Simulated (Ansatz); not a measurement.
The same path of BH₃LiNS (7 atoms, charge 0, multiplicity 1) was run twice with different band settings. The coordinate that changes most is the dihedral S4–B2–N3–H5.

Computed with RKS B3LYP/def2-SVPD (Ansatz).

Relaxed end points:

```xyz
7
Properties=species:S:1:pos:R:3
Li -2.227 -0.146 1.075
B -0.272 -0.019 0.125
N 1.000 0.178 0.714
S -0.106 -0.175 -1.744
H 1.878 0.228 0.202
H 1.125 0.285 1.710
H -1.400 -0.351 -2.082
```

```xyz
7
Properties=species:S:1:pos:R:3
Li -2.227 -0.146 1.075
B -0.272 -0.018 0.125
N 1.000 0.178 0.714
S -0.105 -0.178 -1.744
H 1.125 0.286 1.709
H 1.878 0.227 0.202
H -1.399 -0.349 -2.082
```

Common settings: spring 5.0 eV/Å²; optimiser quadratic models (default); start path through a guess of the saddle point; force threshold 0.05 eV/Å; iteration limit 60; end points relaxed.

| run | movable images | climbing image |
| --- | --- | --- |
| 1 | 7 | yes |
| 2 | 2 | no |

**Question.** What does each run give, and how far can it be trusted?

**Answer.** Run 1: converged after 9 iterations, highest image 0.915 eV above the first end. A vibrational analysis at the climbing image gives one clearly imaginary mode, 518i cm⁻¹: a first-order saddle point.
Run 2: converged after 9 iterations, highest image 0.641 eV above the first end. No image climbed, so the highest image needn't sit at the top of the path. So few images can step over the top or miss a turn of the path.
